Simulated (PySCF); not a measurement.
## Name the molecule from its bond curve

A diatomic of charge 0 contains Pd. Its triplet curve at r²SCAN0 in a triple-zeta basis (scalar-relativistic core potentials, PySCF), in eV from the separated fragments:

(R (Å), E (eV)): (1.802, -1.742), (1.885, -2.430), (1.969, -2.787), (2.032, -2.901), (2.095, -2.919), (2.158, -2.868), (2.242, -2.724), (2.346, -2.471), (2.472, -2.120), (2.640, -1.650)

The fit gives ωe = 461 cm⁻¹ and the rotational constant Bₑ = 0.1590 cm⁻¹.

Question: Which atom is the partner?

Answer: The minimum lies at 2.078 Å, so the reduced mass is 16.8576 u Å² cm⁻¹/(Bₑ·Re²) = 24.55 u. With Pd at 105.90 u the partner weighs about 32.0 u: S. The molecule is PdS.

Spin–orbit coupling is left out. The state is the lowest single determinant that the PBE0 search found; with open d or f shells the true ground state can be another one.
